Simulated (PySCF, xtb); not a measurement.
Si(F)2(Me)(NH2) (CH₅F₂NSi), SMILES C[Si](F)(N)F.

GFN2-xTB run with xtb at its own geometry gives an orbital gap of 7.24 eV and a dipole moment of 3.80 D.

The structure is a stationary point at PBE0-D3(BJ)/def2-SVP. This is a generated structure with no PubChem entry under its InChIKey; it may be hypothetical. The values are those of a single conformer.

### Question
What does B3LYP/def2-TZVP (PySCF) give? (The exact figures need the calculation; the answer reports its results.)

### Answer
gap 8.15 eV (levels -7.89 and 0.27 eV), dipole 2.76 D.
